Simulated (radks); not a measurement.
The numbers below are computed, except where a source is named.
Coherent X-ray form factor from a spherical all-electron density. Code: a radial shooting solver on a logarithmic mesh with Libxc functionals. Model: Dirac Kohn-Sham, PBEsol, spin-unpolarised, spherical densities, point nucleus.

sin(theta)/lambda (1/angstrom)  f0 (electrons)
0.05                                    15.775
0.1                                     15.140
0.15                                    14.200
0.2                                     13.093
0.25                                    11.951
0.3                                     10.878
0.4                                      9.139
0.5                                      7.958
0.6                                      7.147
0.8                                      5.932
1                                        4.825
1.25                                     3.611
1.5                                      2.713
2                                        1.749

The species is in the configuration that NIST lists as its ground one. Which atom or ion scatters so?

Answer. The potassium ion K3+, [Ne] 3s2 3p4. Extrapolating in s^2 from the first two rows gives f0(0) = 16.0, near the electron count 16; among species with that count, the fall with angle is slower the higher Z, and the table is that of Z = 19; from so few rows the species is fixed only to a neighbour or two.
